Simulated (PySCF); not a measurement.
Computed shifts of a molecule C2H7NOSi2, PySCF with HF/pcSseg-1, GIAO, gas phase, atoms alike by connectivity averaged where their shifts nearly agree, in ppm (number of nuclei): ²⁹Si: -6.0 (1), -66.7 (1). ¹³C: 182.0 (1), 35.5 (1). ¹⁵N: 303.4 (1). ¹H: 4.81 (2), 4.28 (3), 3.21 (2). References: ²⁹Si against TMS (σ = 393.8 ppm); ¹³C against TMS (σ = 192.6 ppm); ¹⁵N against NH3 (σ = 267.3 ppm); ¹⁷O against H2O (σ = 333.0 ppm); ¹H against TMS (σ = 31.99 ppm), references at their B3LYP-D3(BJ)/def2-TZVP geometries, non-relativistic. The structure is a stationary point at PBE0-D3(BJ)/def2-SVP. The values are those of a single conformer.

### Question
Which structure fits?
A) CC1=N[Si@@H](O)[SiH2]1
B) [SiH3]C1=NC[SiH2]O1
C) N[SiH2]C1=CO[SiH2]1
D) N#CC[SiH2]O[SiH3]

### Answer
B, [SiH3]C1=NC[SiH2]O1
